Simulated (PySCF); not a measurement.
Computed magnetic data of one metal complex (SC-NEVPT2 in the d shell, PySCF, with spin-orbit coupling):

```tsv
T / K	χT / cm³ K mol⁻¹	μeff / μB
2	0.065	0.72
5	0.161	1.14
10	0.323	1.61
20	0.645	2.27
30	0.967	2.78
50	1.568	3.54
75	2.129	4.13
100	2.473	4.45
150	2.813	4.74
200	2.977	4.88
250	3.080	4.96
300	3.155	5.02
```

Powder magnetisation at 2 K: 0.03 μB at 0.5 T, 0.06 μB at 1 T, 0.12 μB at 2 T, 0.17 μB at 3 T, 0.29 μB at 5 T, 0.40 μB at 7 T.

Q: Which of these complexes, all computed at model or optimised geometries, gave the data?
A. [TiBr5]3- (d2, square pyramidal)
B. V(OH)3 (d2, trigonal planar)
C. NiI2 (d8, linear)
D. [Ni(OH)5]3- (d8, square pyramidal)

A: C. NiI2 (d8, linear) has NEVPT2: 2S+1 = 3, 5.02 μB at 300 K, 1.61 μB at 10 K, 0.40 μB at 7 T. The others: [Ni(OH)5]3- (d8, square pyramidal) has NEVPT2: 2S+1 = 3, 3.44 μB at 300 K, 2.16 μB at 10 K, 0.69 μB at 7 T; [TiBr5]3- (d2, square pyramidal) has NEVPT2: 2S+1 = 3, 3.04 μB at 300 K, 1.48 μB at 10 K, 0.40 μB at 7 T; V(OH)3 (d2, trigonal planar) has NEVPT2: 2S+1 = 3, 2.80 μB at 300 K, 2.48 μB at 10 K, 1.20 μB at 7 T.
